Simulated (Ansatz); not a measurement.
`CCOBCl` + HCl → `ClBCl` + ethanol at 500 K and 1 bar (ligand exchange at a B–O bond).

Computed with Ansatz on PBE0-D4/def2-TZVP structures; ΔE is electronic, products minus reactants. CCSD(T)/CBS is the MP2 limit (def2-TZVPP, def2-QZVPP) plus CCSD(T) − MP2 in def2-TZVPP, frozen cores. This one scheme is used for every species. One conformer a species, not always the lowest.

```csv
species,CCSD(T)/CBS energy (Eh),H − E (kJ/mol),S (J/(mol·K))
`CCOBCl`,-639.54595,266.5,393.3
HCl,-460.38127,32.5,201.9
`ClBCl`,-945.02167,62.1,296.7
`CCO`,-154.88256,240.4,310.3
```

H − E and S are ideal-gas, rigid-rotor, harmonic terms from PBE0-D4/def2-TZVP, for one conformer and one mirror image of each species. 1 Eh = 2625.50 kJ/mol, R = 8.31446 J/(mol·K).

By hand: ΔE, ΔH, ΔS and ΔG.

ΔE = (-945.02167) + (-154.88256) − (-639.54595) − (-460.38127) = 0.02299 Eh = 60.4 kJ/mol. Δ(H − E) = 62.1 + 240.4 − 266.5 − 32.5 = 3.5, so ΔH = 63.9 kJ/mol. ΔS = 296.7 + 310.3 − 393.3 − 201.9 = 11.8 J/(mol·K). ΔG = 63.9 − 500 × (11.8)/1000 = 58.0 kJ/mol.

By hand: the equilibrium constant, and the temperature at which ΔG would vanish if ΔH and ΔS stayed fixed.

log₁₀ K = −ΔG/(RT ln 10) = -6.1. ΔG = 0 at ΔH/ΔS = 5415 K, far beyond where these terms or the molecules hold.

The number of gas molecules stays the same, so ΔS is small and ΔH decides. A doubt of 5 kJ/mol in ΔE shifts log₁₀ K by 0.5 here. Other conformers and mirror images would add mixing entropy, several J/(mol·K) or more a flexible species. These are equilibria of isolated gas molecules and say nothing of rates. Largest T1 diagnostic: 0.012 (customary marks: 0.02 for closed shells, 0.045 for open ones).
